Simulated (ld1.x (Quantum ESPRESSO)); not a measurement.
What one change does to a pseudopotential (arsenic (As), ultrasoft)

```json
{"Element": "As (Z = 33)", "Generator": "ld1.x (Quantum ESPRESSO) 7.5", "Type": "ultrasoft", "Functional": "Wu–Cohen", "Relativity": "scalar-relativistic", "Frozen core": "[Ar] 3d10", "Valence charge": "5", "Reference configuration": "4s2 4p3", "Partial waves": "4s (bound): rcut 1.45, rcutus 1.60 bohr; 4s channel at 2.35 Ry: rcut 1.45, rcutus 1.60 bohr; 4p (bound): rcut 1.75, rcutus 1.90 bohr; 4p channel at 3.6 Ry: rcut 1.75, rcutus 1.90 bohr; 4d channel at 0.1 Ry: rcut 1.40, rcutus 1.85 bohr; 4d channel at 1.55 Ry: rcut 1.40, rcutus 1.85 bohr", "Local potential": "all-electron potential smoothed inside 1.20 bohr (lloc = -1)", "Core correction": "Bessel-smoothed model core inside 1.35 bohr", "Augmentation charge": "PSQ, radius 1.20 bohr"}
```

All-electron outer shells of the reference configuration (Wu–Cohen, scalar-relativistic, ld1.x):

```csv
shell,level (eV),outermost node (bohr),outermost maximum (bohr)
3p,-133.53,0.22,0.52
3d,-40.63,–,0.47
4s,-14.53,0.73,1.61
4p,-5.19,0.78,1.97
```

Change: all radii but the core radius scaled by about 1.19 (s 1.90, p 2.24, d 2.20 bohr, rcut 1.72/2.08/1.66); local potential all-electron potential smoothed inside 1.42 bohr (lloc = -1); augmentation PSQ, radius 1.42 bohr.

Cutoffs: the cutoffs (Ry, on a coarse ladder) from which the occupation-weighted sum of valence levels, in a spherical-Bessel basis at the reference potential, stays within 10 and 1 mRy of its value at 400 Ry; they do not see the model core or the augmentation charge, which bear on the density cutoff. Errors are all-electron minus pseudo energies relative to the spin-unpolarised reference configuration.

Task: How do hardness, ghosts and transferability respond?

Result: The potential gets softer (12 Ry and 21 Ry → 10 Ry and 15 Ry); the bound ghost in d disappears; the errors of the 7 common tests hardly move. A larger radius leaves more room for a smooth pseudo-wave, so fewer plane waves are needed.

| quantity | base | changed |
| --- | --- | --- |
| cutoff, loose | 12 Ry | 10 Ry |
| cutoff, tight | 21 Ry | 15 Ry |
| loose cutoff by channel (10 mRy a level) | s 10 Ry, p 8 Ry | s 6 Ry, p 8 Ry |
| bound ghosts | d | none |
| error for 4s2 4p2, meV [ΔE 9.17 eV] | -4.9 | -4.5 |
| error for 4s2 4p1, meV [ΔE 27.14 eV] | -35 | -32 |
| error for 4s2 4p0, meV [ΔE 54.92 eV] | -142 | -125 |
| error for 4s2 4p2.5, meV [ΔE 3.56 eV] | -1.1 | -1.0 |
| error for 4s2 4p3.3, meV [ΔE -1.23 eV] | +0.1 | +0.1 |
| error for 4s1 4p4, meV [ΔE 9.45 eV] | -8.8 | -7.9 |
| error for 4s0 4p5, meV [ΔE 19.12 eV] | -33 | -30 |
| lowest overlap eigenvalue by channel | s 0.39, p 0.53, d 0.91 | s 0.40, p 0.48, d 0.95 |

 A true bound ghost makes a file unfit for plane-wave use even where its test errors are small: the radial tests pick states by their node count and pass the ghost by.
